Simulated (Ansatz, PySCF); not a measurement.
Gas-phase reaction in SMILES: F[C](F)CC(F)(F)F → FC(F)[CH]C(F)(F)F
Geometries: B3LYP-D3(BJ)/def2-TZVP minima from Ansatz (an electronic-structure program), one conformer each, not searched for the lowest. Frequencies are from Ansatz or PySCF.

Property: isomerisation energy (enthalpy at 298 K, with B3LYP-D3(BJ) rigid-rotor harmonic-oscillator terms), in eV. Cores are frozen in the correlated levels unless marked. Open shells are spin-unrestricted. Spin-orbit coupling is left out. Non-relativistic. CBS(X,Y): correlation extrapolated as X^-3; Hartree-Fock from the larger set. [CCSD(T)-MP2]/basis is that difference in the basis named.

```json
[
 {"level": "BLYP/def2-TZVPD", "program": "Ansatz", "isomerisation energy (eV)": "0.11", "minus last row": "-0.02"},
 {"level": "revPBE-D4/def2-TZVPD", "program": "Ansatz + dftd4", "isomerisation energy (eV)": "0.14", "minus last row": "0.01"},
 {"level": "B3LYP/def2-TZVPD", "program": "Ansatz", "isomerisation energy (eV)": "0.13", "minus last row": "0.00"},
 {"level": "PBE0/STO-3G", "program": "Ansatz", "isomerisation energy (eV)": "0.90", "minus last row": "0.77"},
 {"level": "HSE06-D3(BJ)/def2-TZVPD", "program": "Ansatz + dftd3", "isomerisation energy (eV)": "0.17", "minus last row": "0.04"},
 {"level": "CAM-B3LYP-D3(BJ)/def2-TZVPD", "program": "Ansatz + dftd3", "isomerisation energy (eV)": "0.16", "minus last row": "0.03"},
 {"level": "CAM-B3LYP-D4/def2-TZVPD", "program": "Ansatz + dftd4", "isomerisation energy (eV)": "0.15", "minus last row": "0.02"},
 {"level": "wB97M-V/def2-TZVPD", "program": "Ansatz", "isomerisation energy (eV)": "0.14", "minus last row": "0.01"},
 {"level": "B2PLYP-D3(BJ)/def2-TZVPD", "program": "Ansatz + dftd3", "isomerisation energy (eV)": "0.15", "minus last row": "0.02"},
 {"level": "PBE-QIDH/def2-TZVPD", "program": "Ansatz", "isomerisation energy (eV)": "0.18", "minus last row": "0.05"},
 {"level": "MP2/STO-3G", "program": "Ansatz", "isomerisation energy (eV)": "0.79", "minus last row": "0.66"},
 {"level": "SCS-MP2/cc-pVDZ", "program": "Ansatz", "isomerisation energy (eV)": "0.17", "minus last row": "0.04"},
 {"level": "CCSD(T)/6-31G*", "program": "Ansatz", "isomerisation energy (eV)": "0.17", "minus last row": "0.04"},
 {"level": "CCSD(T) with core electrons/cc-pwCVTZ", "program": "Ansatz", "isomerisation energy (eV)": "0.16", "minus last row": "0.03"},
 {"level": "RI-MP2/CBS(cc-pVTZ,cc-pVQZ)+[CCSD(T)-MP2]/cc-pVTZ", "program": "Ansatz", "isomerisation energy (eV)": "0.13", "minus last row": "0.00"}
]
```
